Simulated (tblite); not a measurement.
Compound: C2H8F3NSi2.
SMILES with atom numbers: `[CH3:1][Si@H:2]([SiH2:3][NH2:4])[C:5]([F:6])([F:7])[F:8]` (hydrogens: H9, H10, H11 on C1; H12 on Si2; H13, H14 on Si3; H15, H16 on N4)

Computed with GFN2-xTB (tblite), gas phase: L-BFGS steps from a force-field or distance-geometry start until the largest atomic force falls under 0.01 eV/Å.

The end geometry, which sets the zero of energy:
```
atom  x, y, z in Å
C1      1.6986   -1.0943   -0.2340
Si2     0.4508    0.1260    0.5186
Si3    -1.7405    0.0236   -0.2238
N4     -2.2928   -1.5167    0.3231
C5      1.1413    1.8496   -0.0857
F6      1.0869    1.9838   -1.4318
F7      0.4433    2.8953    0.4138
F8      2.4277    2.0677    0.2544
H9      1.4730   -2.1152    0.0595
H10     2.7170   -0.8730    0.0795
H11     1.6754   -1.0547   -1.3212
H12     0.7121    0.2340    1.9669
H13    -1.8855   -0.0561   -1.6804
H14    -2.5435    1.1722    0.2368
H15    -3.1695   -1.8672   -0.0277
H16    -2.2020   -1.7661    1.2947
```

Question: These geometries come from the run, each turned onto the end geometry. Order them by energy, lowest first.
A.
```
atom  x, y, z in Å
C1      1.7151   -1.1469   -0.2270
Si2     0.5326    0.1281    0.5573
Si3    -1.6662    0.0140   -0.2064
N4     -2.2781   -1.5243    0.3069
C5      1.0980    1.8868   -0.0942
F6      0.9898    1.9738   -1.4395
F7      0.3098    2.8731    0.3836
F8      2.3561    2.2710    0.1823
H9      1.4145   -2.1489    0.0764
H10     2.7643   -1.0199    0.0382
H11     1.6614   -1.1199   -1.3148
H12     0.7883    0.2071    2.0284
H13    -1.7196   -0.0058   -1.6847
H14    -2.4718    1.1196    0.3680
H15    -3.1361   -1.8203   -0.1321
H16    -2.3660   -1.6787    1.3003
```
B.
```
atom  x, y, z in Å
C1      1.7066   -1.1362   -0.2269
Si2     0.5074    0.1122    0.5574
Si3    -1.6900    0.0342   -0.1785
N4     -2.2902   -1.5072    0.3164
C5      1.0977    1.8590   -0.0973
F6      1.0037    1.9630   -1.4446
F7      0.3189    2.8504    0.4012
F8      2.3658    2.1938    0.2141
H9      1.4391   -2.1460    0.0710
H10     2.7391   -0.9624    0.0685
H11     1.6622   -1.0956   -1.3132
H12     0.8376    0.2477    1.9872
H13    -1.7923   -0.0070   -1.6414
H14    -2.4721    1.2010    0.2730
H15    -3.1184   -1.8548   -0.1403
H16    -2.3227   -1.7431    1.2959
```
C.
```
atom  x, y, z in Å
C1      1.6907   -1.1265   -0.2392
Si2     0.6013    0.1865    0.5135
Si3    -1.5374   -0.0405   -0.1843
N4     -2.2175   -1.5640    0.3031
C5      1.0808    1.9138   -0.1266
F6      0.9649    1.9631   -1.4660
F7      0.2730    2.8470    0.3886
F8      2.3416    2.2164    0.2001
H9      1.3556   -2.1012    0.1112
H10     2.7231   -0.9977    0.0613
H11     1.6319   -1.1146   -1.3248
H12     0.6988    0.1248    1.9803
H13    -1.6790   -0.0108   -1.6386
H14    -2.4386    0.9504    0.4194
H15    -3.1130   -1.6724   -0.1478
H16    -2.3840   -1.5654    1.2924
```
D.
```
atom  x, y, z in Å
C1      1.7156   -1.1415   -0.2383
Si2     0.5282    0.0982    0.5607
Si3    -1.6250   -0.0112   -0.2077
N4     -2.2392   -1.5425    0.3043
C5      1.0911    1.8832   -0.1025
F6      0.9847    1.9932   -1.4522
F7      0.2992    2.8793    0.3734
F8      2.3536    2.2709    0.1775
H9      1.3752   -2.1166    0.0954
H10     2.7579   -1.0122    0.0474
H11     1.6476   -1.1212   -1.3254
H12     0.7465    0.1708    2.0137
H13    -1.6930   -0.0083   -1.6648
H14    -2.4492    1.0299    0.3991
H15    -3.1220   -1.7396   -0.1406
H16    -2.3787   -1.6233    1.3029
```
E.
```
atom  x, y, z in Å
C1      1.7037   -1.1134   -0.2242
Si2     0.4722    0.1129    0.5474
Si3    -1.7184    0.0398   -0.1995
N4     -2.2932   -1.5010    0.3133
C5      1.1088    1.8485   -0.0940
F6      1.0346    1.9546   -1.4428
F7      0.3767    2.8777    0.3937
F8      2.3897    2.1151    0.2326
H9      1.4707   -2.1351    0.0620
H10     2.7297   -0.9100    0.0771
H11     1.6638   -1.0634   -1.3102
H12     0.7925    0.2320    1.9855
H13    -1.8382   -0.0352   -1.6587
H14    -2.5037    1.1956    0.2739
H15    -3.1337   -1.8660   -0.1027
H16    -2.2629   -1.7432    1.2893
```

Answer: E (0.006 eV), B (0.013 eV), A (0.063 eV), D (0.138 eV), C (0.361 eV).

In the order of the answer:

```json
{"step": "31", "E above end (eV)": "0.006", "largest force (eV/Å)": "0.09", "rms force component (eV/Å)": "0.027", "rms distance from end (Å)": "0.053", "rms bond change (Å)": "0.002", "bond most changed (Å)": "Si2–C5 +0.004"}
{"step": "20", "E above end (eV)": "0.013", "largest force (eV/Å)": "0.06", "rms force component (eV/Å)": "0.022", "rms distance from end (Å)": "0.093", "rms bond change (Å)": "0.002", "bond most changed (Å)": "Si2–C5 +0.004"}
{"step": "8", "E above end (eV)": "0.063", "largest force (eV/Å)": "0.38", "rms force component (eV/Å)": "0.112", "rms distance from end (Å)": "0.125", "rms bond change (Å)": "0.008", "bond most changed (Å)": "Si2–H12 +0.020"}
{"step": "5", "E above end (eV)": "0.138", "largest force (eV/Å)": "0.62", "rms force component (eV/Å)": "0.156", "rms distance from end (Å)": "0.147", "rms bond change (Å)": "0.012", "bond most changed (Å)": "Si2–C5 +0.033"}
{"step": "1", "E above end (eV)": "0.361", "largest force (eV/Å)": "1.29", "rms force component (eV/Å)": "0.327", "rms distance from end (Å)": "0.175", "rms bond change (Å)": "0.022", "bond most changed (Å)": "Si2–Si3 -0.055"}
```

The cost below is that of the whole relaxation. Hardware: an Arm Neoverse N1 with one thread, on a shared host. Cost: 0.77 s of wall time.
